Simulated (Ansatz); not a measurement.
Species: H4OSn, SMILES `[OH][SnH3]` (charge 0, multiplicity 1).

Question: Give a relaxed geometry from PBE-D3(BJ)/def2-TZVP (Ansatz, an electronic-structure program).

Answer: the end point of this relaxation (outside a Z-matrix the atoms follow the SMILES, hydrogens last).
Z-matrix (Å, degrees):
```
Sn
O 1 1.9982
H 2 0.9716 1 111.04
H 1 1.7112 2 102.46 3 -179.71
H 1 1.7238 4 112.75 2 -116.76
H 1 1.7238 4 112.75 5 -126.48
```
